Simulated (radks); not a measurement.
The numbers below are computed, except where a source is named.
Fractional charge and spin in the 1s shell of lithium: the spin-up occupation runs from 0 to 1 and the spin-down occupation from 0 to 1; the fullest corner is Li+, 1s(up 1, down 1). Code: a radial shooting solver on a logarithmic mesh with Libxc functionals. Model: non-relativistic Kohn-Sham, LDA (Slater exchange, Perdew-Wang correlation), spin-polarised, spherical densities, point nucleus. Energy (eV) minus the two flat planes that join the four corners (they meet along the diagonal where the two added fractions sum to one electron); zero is where a piecewise linear energy would lie.

| down \ up | 0 | 0.25 | 0.5 | 0.75 | 1 |
|---|---|---|---|---|---|
| 0 | 0.000 | -2.747 | -4.092 | -3.236 | 0.000 |
| 0.25 | -2.747 | -2.660 | -1.027 | 2.749 | -2.493 |
| 0.5 | -4.092 | -1.027 | 3.570 | -1.084 | -3.555 |
| 0.75 | -3.236 | 2.749 | -1.084 | -2.956 | -2.757 |
| 1 | 0.000 | -2.493 | -3.555 | -2.757 | 0.000 |

Corners above the fullest one (they belong to Li2+ and the next ion): (up 1, down 0) 74.561 eV, (up 0, down 1) 74.561 eV, (up 0, down 0) 194.35 eV. With half an added electron in each spin the energy lies 3.570 eV from the planes (fractional-spin error, the static-correlation error of a stretched bond), and with half an added electron in spin up alone -4.092 eV (fractional-charge error). For a frontier s shell over closed shells the exact functional lies on the planes.
